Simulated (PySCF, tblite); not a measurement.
Compound: C5H10O2SSi2.
Structure used (GFN2-xTB), in Å, numbered top down from 1:
```xyz
20
C5H10O2SSi2 angstrom
C      3.9285    2.1055    0.3343
C      3.5704    0.9608    0.3496
C      3.1942   -0.4317    0.3248
O      3.8410   -1.3061   -0.1800
O      2.0207   -0.6019    0.9677
C      1.4581   -1.8896    0.9693
S      0.1316   -2.0173   -0.2633
Si    -0.8995   -0.1834    0.2460
C     -2.5494   -0.2548   -0.6653
Si    -3.6956    1.2125   -0.2980
H      4.2341    3.1110    0.3282
H      1.0390   -2.0601    1.9618
H      2.2068   -2.6461    0.7211
H     -1.0336   -0.2061    1.7017
H     -0.0649    0.9357   -0.1832
H     -3.0636   -1.1831   -0.4151
H     -2.3602   -0.2995   -1.7381
H     -3.0121    2.4596   -0.6405
H     -4.9197    1.0846   -1.0911
H     -4.0309    1.2208    1.1260
```

Theory: PBE0/pcSseg-1 in PySCF (dipole) on a GFN2-xTB geometry, gas phase.

Take the most abundant isotopes and a rigid rotor. The values belong to one conformer with, in the numbering `[CH:1]#[C:2][C:3](=[O:4])[O:5][CH2:6][S:7][SiH2:8][CH2:9][SiH3:10]`, C2–C3–O5–C6 176°, C3–O5–C6–S7 -101°, O5–C6–S7–Si8 -47°, C6–S7–Si8–C9 -168°, S7–Si8–C9–Si10 177°.

**Question.** What are A, B and C (cm⁻¹)?

**Answer.** Ia = 358.19, Ib = 1399.43, Ic = 1675.09 u·Å²; 505379 MHz·u·Å²/I gives 1411, 361.1 and 301.7 MHz, that is A = 0.04706, B = 0.01205, C = 0.01006 cm⁻¹.

**Question.** Classify the top.

**Answer.** An asymmetric top: κ = (2 × 361.1 − 1411 − 301.7)/(1411 − 301.7) = -0.89.

**Question.** Is it planar, by Δ = Ic − Ia − Ib?

**Answer.** Not planar: Δ = Ic − Ia − Ib = -82.54 u·Å². For a rigid frame Δ = −2 Σ m c², so Σ m c² = 41.27 u·Å² lies off the ab plane: 11.80 from hydrogen and 29.47 from heavier atoms. The atom farthest from that plane is 1.80 Å away.

**Question.** Predict some low-J microwave lines.

**Answer.** The dipole components are |μa| = 1.50 D, |μb| = 1.96 D, |μc| = 1.42 D. The squared components, which scale the intensities, stand as 0.58 : 1.00 : 0.52 (a : b : c). Some lines, for components of 0.1 D or more:

```
type  branch         J(Ka,Kc)   MHz  lower level (cm⁻¹)
   a       Q  3(1,2) ← 3(1,3)   357               0.163
   a       R  1(0,1) ← 0(0,0)   663               0.000
   b       Q  4(1,3) ← 4(0,4)  1406               0.220
   b       Q  5(1,4) ← 5(0,5)  1591               0.329
   b       R  1(1,1) ← 0(0,0)  1713               0.000
   a       R  4(0,4) ← 3(0,3)  2627               0.132
   a       R  4(2,3) ← 3(2,2)  2649               0.277
   b       Q  2(2,1) ← 2(1,2)  3328               0.099
   c       R  5(2,4) ← 4(1,4)  6849               0.247
   b       R  5(3,3) ← 4(2,2)  8691               0.366
   c       Q  5(5,1) ← 5(4,1)  9710               0.908
```

**Question.** Estimate the classical rotational partition function at 200 K, 298.15 K and 500 K.

**Answer.** Point group C1, symmetry number σ = 1; q = (√π/σ)·√((kT/h)³/(ABC)), k/h = 20836.6 MHz/K: 1220000 at 200 K, 2210000 at 298.15 K, 4810000 at 500 K.

Its lowest GFN2-xTB frequency is 10 cm⁻¹, too small to tell a flat minimum from a shallow saddle. These are rigid-rotor constants of the computed structure; measured ground-state constants (B0) also hold zero-point vibration. A rigid rotor knows nothing of internal rotation, which can split or shift real lines.

Time: 1.8 min; peak memory 1.1 GiB. Hardware: one thread of an Arm Neoverse N1, shared host. This is the PBE0/pcSseg-1 job that gave the dipole, with the shieldings it also computed.
